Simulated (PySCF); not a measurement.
BF2, charge +1.

```xyz
3

B      0.0000     0.0000     0.0000
F      0.0000     0.0000    -1.2386
F      0.0000     0.0000     1.2386
```
Charge +1, spin multiplicity 1.

The structure is a stationary point at PBE-D3(BJ)/def2-TZVP.

Computed with PySCF with KT2/pcSseg-2. Non-relativistic, no solvent.

Computed absolute GIAO shielding of each atom: isotropic value and principal components (ppm):
```tsv
atom	σ(iso)	σ11	σ22	σ33	span
B1	97.9	38.8	38.8	216.1	177.3
F2	299.6	207.5	207.5	484.0	276.5
F3	299.6	207.5	207.5	484.0	276.5
```
